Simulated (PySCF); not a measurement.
C5H5F3O.
SMILES: `C#C[C@@H](CO)C(F)(F)F`

A PySCF run (density fitting, gas phase, GFN2-xTB geometry) gave HOMO -8.31 eV, LUMO -1.29 eV, dipole 1.87 D and E = -564.097 Eh.

Task: Which of these levels was it?
A. PW91/ANO-RCC-VDZP
B. B3LYP/MINI
C. PBE0/pcSseg-1
D. CAM-B3LYP/def2-SVPD

Result: B. It is B3LYP/MINI. All candidates on this geometry:

```csv
level and settings,kind,basis functions,SCF cycles,E (Eh),HOMO (eV),LUMO (eV),dipole (D)
"PW91/ANO-RCC-VDZP, fitting basis def2-qzvpp-jkfit",GGA,151,12,-568.2313,-6.77,-0.66,1.96
B3LYP/MINI,global hybrid,50,13,-564.0969,-8.31,-1.29,1.87
PBE0/pcSseg-1,global hybrid,178,14,-567.5851,-8.26,0.40,1.93
CAM-B3LYP/def2-SVPD,range-separated hybrid,232,14,-567.6425,-9.83,0.99,1.98
```

The nearest other candidate, by the summed differences of HOMO and LUMO, is PBE0/pcSseg-1: its HOMO differs by +0.05 eV and its LUMO by +1.69 eV. Cycle counts include a coarse-grid stage where the run had one. ANO-RCC sets were contracted for a scalar-relativistic Hamiltonian, but ran non-relativistically here.

Shape of the structure used: `[CH:1]#[C:2][C@@H:3]([CH2:4][OH:5])[C:6]([F:7])([F:8])[F:9]`: C2–C3–C4–O5 -66°, C2–C3–C6–F7 -62°, H–O5–C4–C3 61°.
